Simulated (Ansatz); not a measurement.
AlCl, charge +1, doublet, geometry from GFN2-xTB (such geometries of metal compounds can be far from the true shape) (a state made from the parent by changing its charge; the spin is typed, not shown lowest); BLYP/aug-cc-pVDZ run with Ansatz (a quantum-chemistry and plane-wave program).

Here is a job for Ansatz.
Ansatz 0.2 input:
```yaml
crystal:
  periodic: [false, false, false]
  atoms:
    - {symbol: Al, position_ang: [-0.00000000, -0.00000000, -1.12380569]}
    - {symbol: Cl, position_ang: [0.00000000, 0.00000000, 0.85938083]}
basis:
  gaussian:
    orbitals: aug-cc-pVDZ
    final_grid: {core_spheres: 10, valence_spheres: 20, degree: 41}
hamiltonian:
  xc: blyp
total_charge: 1
magnetization: {spin_polarized: true, initial_magnetization: 1}
```

The log (banner, timings and long lists left out):

```
Functional definition: BLYP
643 factors; their error is unknown
mean field evaluation 1: about -19104.4818 eV, gradient 3.4e1 eV
mean field evaluation 2: about -19011.1998 eV, gradient 1.1e2 eV
mean field evaluation 4: about -19111.5720 eV, gradient 7.6e0 eV
mean field evaluation 8: about -19111.9562 eV, gradient 3.3e-2 eV
mean field -19111.95618224 eV, -702.3514351482 hartree, gradient 6.8e-6 eV, S^2 0.751308; 0 other end points of the search recorded, 0 dependent functions left out
reference -19111.95645015 eV, -702.3514449936 hartree; 15, 14 occupied and 39, 40 virtual orbitals, 643 factors
Total energy: -19111.95645015 eV, -702.3514449936 hartree
```
